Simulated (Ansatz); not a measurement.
Species: TeCl3, net charge 0, doublet state. It need not be the lowest isomer of its formula. 
Structure (B3LYP-D3(BJ)/def2-TZVP (Ansatz, a first-principles code) minimum search):
```
Te
Cl 1 2.3264
Cl 1 2.4591 2 92.37
Cl 1 2.4591 2 92.37 3 156.56
```
Charge 0, spin multiplicity 2.

Parts of the frozen-core correlation energy in STO-3G (Ansatz, hartree). Frozen orbitals: 38; correlated occupied orbitals by spin: 14 and 13; virtual: 2 and 3. Open shells are spin-unrestricted. No spin-orbit coupling. Past Kr the def2 sets carry scalar-relativistic core potentials. STO-3G rows are all-electron and non-relativistic.

| term | value |
|---|---|
| reference (HF) | -7910.86821 |
| MP2 opposite-spin | ? |
| MP2 same-spin | ? |
| CCSD correlation | -0.05013 |
| (T) | ? |
| T1 diagnostic | 0.021 |
| largest doubles amplitude | 0.087 |
| <S^2> of the reference | 0.810 |

Problem. Some entries are withheld; supply them.

Solution. 
- MP2 opposite-spin, value: -0.02933
- MP2 same-spin, value: -0.00295
- (T), value: -0.00128
